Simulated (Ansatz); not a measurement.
C2H7AlSe (`[CH3][AlH][Se]C`). Total charge 0; spin multiplicity 1. The geometry is a stationary point of PBE0-D4/def2-TZVP. It is one conformer, not always the lowest.

```xyz
11

C    -1.266    0.805    0.892
Al   -0.073   -0.652    1.399
Se    1.514   -1.453   -0.078
C     1.142   -0.320   -1.639
H    -0.816    1.770    1.151
H    -1.478    0.824   -0.179
H    -2.217    0.743    1.429
H    -0.079   -1.353    2.821
H     1.089    0.727   -1.351
H     1.970   -0.463   -2.331
H     0.214   -0.629   -2.113
```

**Question.** What is the dipole moment at B3LYP/def2-TZVPP? (Estimate.)

**Answer.** Ansatz gave: 2.04 D, with components (-1.02, 1.47, -0.98) D in this frame, pointing from negative to positive charge.

**Question.** And with PBE, r2SCAN, ωB97M-V? (Estimate.)

**Answer.** The calculation gave: PBE 2.06 D, r2SCAN 2.17 D, ωB97M-V 2.08 D.

**Question.** Give the Mulliken charges with B3LYP, ωB97M-V, r2SCAN in def2-TZVPP. (Estimate.)

**Answer.** Ansatz gave: 
```csv
atom,B3LYP,ωB97M-V,r2SCAN
C1,-0.44,-0.52,-0.39
Al2,0.41,0.41,0.46
Se3,-0.15,-0.14,-0.19
C4,-0.37,-0.44,-0.24
H5,0.09,0.11,0.07
H6,0.10,0.11,0.07
H7,0.10,0.12,0.08
H8,-0.13,-0.10,-0.15
H9,0.13,0.15,0.10
H10,0.14,0.16,0.10
H11,0.13,0.15,0.10
```

B3LYP here is the variant with VWN-RPA as its local correlation; programs differ in this.
